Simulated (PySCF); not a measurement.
**BeH: energy against distance**

Set-up: PySCF, spin-free X2C with a Gaussian nucleus, basis sets Be jorge-DZP-DKH, H jorge-DZP-DKH. Energies in eV from Be + H in their ground configurations at the same level. State: ²Σ⁺ (doublet), unpaired electrons σ ↑.

| R (Å) | UHF |
| --- | --- |
| 1.171 | -1.823 |
| 1.226 | -1.995 |
| 1.280 | -2.093 |
| 1.321 | -2.127 |
| 1.362 | -2.134 |
| 1.403 | -2.116 |
| 1.457 | -2.063 |
| 1.525 | -1.958 |
| 1.607 | -1.791 |
| 1.716 | -1.525 |

Problem. Put a parabola through the three lowest points of the UHF curve and estimate Re, k and ωe (reduced mass 0.9065 u; 1 eV/Å² = 0.16022 mdyn/Å; ωe = 1302.8·√(k/μ) cm⁻¹).

Solution. Through R = 1.321, 1.362, 1.403 Å the second-order coefficient is 7.44 eV/Å², so Re ≈ 1.353 Å, k ≈ 2.38 mdyn/Å and ωe ≈ 2112 cm⁻¹. A polynomial fit of higher order to the unrounded UHF energies gives Re = 1.351 Å, k = 2.36 mdyn/Å, ωe = 2103 cm⁻¹; anharmonicity and rounding make the difference.

The higher-order fit for each curve: UHF: Re = 1.351 Å, ωe = 2103 cm⁻¹, De = 2.13 eV.

Hartree–Fock leaves out correlation, which carries a large part of most bond energies and some tenths to 1 eV of ionisation energies. The state is the lowest determinant that a PBE0 search found; another state may lie lower at other levels.
